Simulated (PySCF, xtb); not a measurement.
Se(OH)2 (H2O2Se), SMILES O[Se]O.

GFN2-xTB (xtb) at its own geometry gives an orbital gap of 3.92 eV and a dipole moment of 3.36 D.

Geometry: B3LYP-D3(BJ)/def2-TZVP. The values are those of a single conformer.

What does PBE0/def2-TZVPD (PySCF) give? (An estimate is asked for; the answer gives what the named calculation found.)

gap 5.60 eV (levels -6.70 and -1.10 eV), dipole 2.69 D.
